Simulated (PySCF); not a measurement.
## Ionisation energy of Ti by level of theory

Ti [Ar] 3d2 4s2 (3F) → Ti⁺ [Ar] 3d2 4s1 (4F), as a difference of total energies. All numbers are calculated (PySCF 2.14, the spin-free X2C one-electron Hamiltonian (Gaussian nucleus), in x2c-TZVPall (6s5p4d1f, 48 functions)). Correlated levels: valence: [Ar] frozen. The calculations carry no spin-orbit coupling.

| method | ionisation energy (eV) |
| --- | --- |
| UHF | 5.561 |
| M06-2X | 7.179 |
| MN15 | 7.009 |
| MP2 (valence) | 6.289 |
| SCS-MP2 (valence) | 6.442 |

Errors of the correlated levels include the incompleteness of this basis and the frozen core.

MP2 underrates the near-degeneracy of ns² with np² in the lower species.

Question: Which method comes closest to the reference value, and which is furthest?

Answer: The reference is 6.828 eV (measured; NIST levels, between the centres of gravity of the two terms). Closest: MN15 (error 0.181 eV); furthest: UHF (error -1.267 eV).
